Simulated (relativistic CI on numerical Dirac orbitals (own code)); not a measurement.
# How well does a small relativistic CI reproduce Ge⁴⁺?

Method of calculation: Dirac-Coulomb-Breit CI, KLI orbitals optimised for each configuration, model QED, valence Slater integrals scaled by 0.85, configuration energies shifted to the measured levels that pair with them (semi-empirical) (own radial code, finite nucleus).

Configurations in the expansion (outside the closed core [Ar]): 3d¹⁰, 3d⁹4s, 3d⁹4p, 3d⁹4d, 3d⁹5s, 3d⁹5p, 3d⁹4f, 3d⁸4s², 3d⁹5d, 3d⁸4s4p, 3d⁹5f, 3d⁹5g, 3d⁸4p², 3d⁸4s4d. Levels of other configurations are missing.

```
Configuration  Term (tabulated)  J  Measured (cm⁻¹)  Computed  Error  Purity (%)
         3d¹⁰                1S  0              0.0         0      0         100
        3d⁹4s                3D  3         234219.3    234311     92         100
        3d⁹4s                3D  2         235967.0    235973      6          82
        3d⁹4s                3D  1         238764.9    238759     -6         100
        3d⁹4s                1D  2         241935.2    241623   -312          82
        3d⁹4p               3P°  2         323748.9    324273    525          96
        3d⁹4p               3P°  1         327753.0    328251    498          96
        3d⁹4p               3F°  3         327891.0    327891      0          67
        3d⁹4p               3F°  4         329847.8    329800    -48         100
        3d⁹4p               3P°  0         330332.5    330625    293         100
        3d⁹4p               3F°  2         330790.6    330862     71          94
        3d⁹4p               1D°  2         335560.3    335242   -319          62
        3d⁹4p               3D°  3         337168.1    336702   -466          58
        3d⁹4p               3D°  2         340295.7    339766   -530          59
        3d⁹4d                3S  1         456051.8    457236   1184          90
        3d⁹4d                3G  5         461417.5    461431     13         100
        3d⁹4d                3G  4         461642.6    461652      9          62
        3d⁹4d                3P  2         461828.5    461830      1          77
        3d⁹4d                3D  3         463361.6    463256   -105          85
        3d⁹4d                3P  0         463957.9    463957     -1         100
        3d⁹4d                3D  1         467029.1    466917   -112          80
        3d⁹4d                3F  4         467386.7    464498  -2889          60
        3d⁹5s         (5/2,1/2)  3         490741.7    490789     47         100
        3d⁹5s         (5/2,1/2)  2         491443.3    491468     25          54
        3d⁹5s         (3/2,1/2)  1         495288.4    495264    -25         100
        3d⁹5s         (3/2,1/2)  2         495907.7    495858    -50          54
        3d⁹5p               3P°  2         522959.0    523082    123          93
        3d⁹5p               3F°  3         524232.0    524250     18          57
        3d⁹5p               3F°  4         524950.0    524878    -72         100
        3d⁹5p               3P°  1         525343.0    525456    113          75
        3d⁹5p               3D°  3         526902.0    526831    -71          80
        3d⁹5p               3P°  0         528156.0    528156      0         100
        3d⁹5p               3F°  2         528625.0    528567    -58          72
        3d⁹5p               1P°  1         529476.0    529744    268          79
        3d⁹5p               3D°  1         530928.0    530820   -108          94
```

Measured levels from Sugar and Musgrove, J. Phys. Chem. Ref. Data 22, 1213 (1993); pairs were made by configuration, J and term (by order where the table uses no LS term), so strongly mixed levels may be paired wrongly.

Mean error by configuration (cm⁻¹): 3d⁹4s -55; 3d⁹4p 3; 3d⁹4d -237; 3d⁹5s -1; 3d⁹5p 24. Over the excited levels the mean absolute error is 249 cm⁻¹ (34 of the 51 excited levels that our extract of the source holds in range could be paired, and the others can miss by more), and the median relative error of those above 1,000 cm⁻¹ is 0.017 %, both after the shifts were fitted to these levels, so that a configuration with one level shows no error.

Configurations whose levels could be paired with our table of measured levels were shifted onto them, all but the ground configuration, by the median error of their levels; single terms can still be off by 1,000 to 2,000 cm⁻¹ or more, and rates follow the energies as ν³ (E1, M1) or ν⁵ (E2). The others borrow a shift and can be off by several thousand cm⁻¹ or more. 34 of the 51 excited levels that our extract of the measured tables holds in this range could be paired (the sources list more); they are missed by 249 cm⁻¹ on average and 2889 at most, after the shifts were fitted to these levels, and levels without a partner can miss by more.

Shifts applied (cm⁻¹): 3d¹⁰ 0; 3d⁹4s 2210; 3d⁹4p 2917; 3d⁹4d 6144; 3d⁹5s 7024; 3d⁹5p 7024.
